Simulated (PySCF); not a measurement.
CsCl, optimised at PBE/def2-SVP:

```xyz
2

Cs     0.0015    -1.0832     0.9934
Cl    -0.0015     1.0832    -0.9934
```

Computed with PySCF (xtb for GFN2) and rigid-rotor harmonic-oscillator thermochemistry at 1 bar. All species are closed-shell singlets. Cs: scalar-relativistic def2 core potential, no spin-orbit coupling.

Task: List the harmonic frequencies (cm⁻¹, unscaled) at this level and at the other levels, each on its own geometry.

Result: 
- PBE/def2-SVP: 223
- GFN2-xTB: 139
- PBE0/def2-TZVP: 213
